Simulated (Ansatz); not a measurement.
The cluster Li₄S₂⁺. Charge 1, multiplicity 2. Geometry PBE-D4/def2-TZVP; atoms count from 1.

```tsv
atom	x (Å)	y (Å)	z (Å)
Li1	-0.0190	-0.3222	-0.0749
Li2	-1.0930	2.6785	1.8784
Li3	-1.1495	-4.2676	-1.8254
Li4	2.3878	2.5412	0.2477
S5	0.4539	1.7165	0.7251
S6	-0.5802	-2.3464	-0.9510
```

Another isomer (doublet) lies 0.46 eV lower at PBE0-D4/def2-TZVP; other spin states weren't run for this one.

(1) Estimate the Mulliken populations from the PBE0/def2-TZVP orbitals of Ansatz.

(2) Where does the spin sit?

(3) And the Mayer bond orders between heavy atoms (over 0.3)?

## Answers

(1) 
| atom | charge (e) | spin (α − β) |
| --- | --- | --- |
| Li1 | 0.77 | -0.01 |
| Li2 | 0.77 | 0.00 |
| Li3 | 0.83 | 0.00 |
| Li4 | 0.77 | 0.00 |
| S5 | -1.39 | 0.01 |
| S6 | -0.75 | 1.00 |
Mulliken values depend strongly on the basis.

(2) Summed by element: Li -0.01, S 1.01, of 1 unpaired in all. Largest on single atoms: S6 1.00, Li1 -0.01, S5 0.01.

(3) Li2–S5 0.42 (2.16 Å); Li3–S6 0.33 (2.19 Å); Li4–S5 0.42 (2.16 Å).
